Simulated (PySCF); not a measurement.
Species: 2-hydroxypyridine, C₅H₅NO.
Numbering: `[OH:1][c:2]1[cH:3][cH:4][cH:5][cH:6][n:7]1` (hydrogens: H8 on O1; H9 on C3; H10 on C4; H11 on C5; H12 on C6)

Structure used (PBE0-D3(BJ)/def2-TZVP), in Å, numbered top down from 1:
```xyz
12
C5H5NO angstrom
O      2.3341    0.0738   -0.9158
C      1.0904   -0.0153   -0.4181
C      0.3108    1.1391   -0.3473
C     -0.9615    1.0150    0.1677
C     -1.4143   -0.2317    0.5883
C     -0.5538   -1.3055    0.4685
N      0.6794   -1.2061   -0.0251
H      2.7012   -0.8190   -0.8805
H      0.7108    2.0847   -0.6882
H     -1.6021    1.8863    0.2425
H     -2.4072   -0.3646    0.9971
H     -0.8594   -2.2991    0.7830
```

Computed with PySCF at wB97X-D/pcSseg-2, non-relativistic, on one gas-phase PBE0-D3(BJ)/def2-TZVP geometry that isn't relaxed in the solvent. The solvent is an IEF-PCM continuum (cavity from Bondi-type radii × 1.2). Only the electrostatic response of the medium enters.

Gas phase at wB97X-D/pcSseg-2: HOMO -8.73 eV, LUMO 0.92 eV, dipole 1.34 D.

Problem. What does the continuum do to the energy, the frontier levels and the dipole at wB97X-D/pcSseg-2 in chloroform?

Solution. 
| solvent | ε | E(solvent) − E(gas) (kcal/mol) | polarisation term (kcal/mol) | distortion of the solute (kcal/mol) | HOMO (eV) | LUMO (eV) | dipole (D) |
| --- | --- | --- | --- | --- | --- | --- | --- |
| chloroform | 4.711 | -4.03 | -4.36 | 0.33 | -8.72 | 0.94 | 1.73 |

Polarisation term: ½ Σ q·V over the induced surface charges. Distortion: the rise of the solute's own energy as its density leaves the gas-phase optimum.

Problem. Which radius a makes the point-dipole formula ΔE = −[(ε − 1)/(2ε + 1)]·μ²/a³ give the value in chloroform, with the gas-phase dipole?

Solution. μ = 0.526 au and |ΔE| = 0.00641 Eh give a = 1.32 Å; the farthest nucleus lies 2.95 Å from the centroid of the nuclei, so such a sphere wouldn't even hold the nuclei. The formula assumes a rigid point dipole at the centre of a sphere.

Problem. Give the dipole vector in the frame of the coordinates (D, pointing from negative to positive charge), gas and chloroform.

Solution. Gas (-1.21, 0.42, 0.39), solvent (-1.54, 0.60, 0.48). Its length changes by +29 % and its direction by 2°.

wB97X-D is run here without its empirical dispersion term; that term would change no orbital, density or response property at a fixed geometry.
